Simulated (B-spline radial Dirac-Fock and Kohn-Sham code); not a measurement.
Level of theory: independent-particle radiative and Coulomb Auger rates from relativistic LDA hole-state orbitals, with Dirac-Fock energies; a B-spline atomic structure program. Free neutral atoms.

Task: Order these holes by fluorescence yield, smallest first.
A. Gd M5 (3d5/2)
B. Sn L2 (2p1/2)
C. Mg L3 (2p3/2)
D. Ca L3 (2p3/2)
E. Se M4 (3d3/2)

Result: E (2.91e-05), D (0.000238), A (0.00665), C (0.00982), B (0.0684).

Values without a named source are computed, but for edge energies of neutral atoms, which are taken from tables.
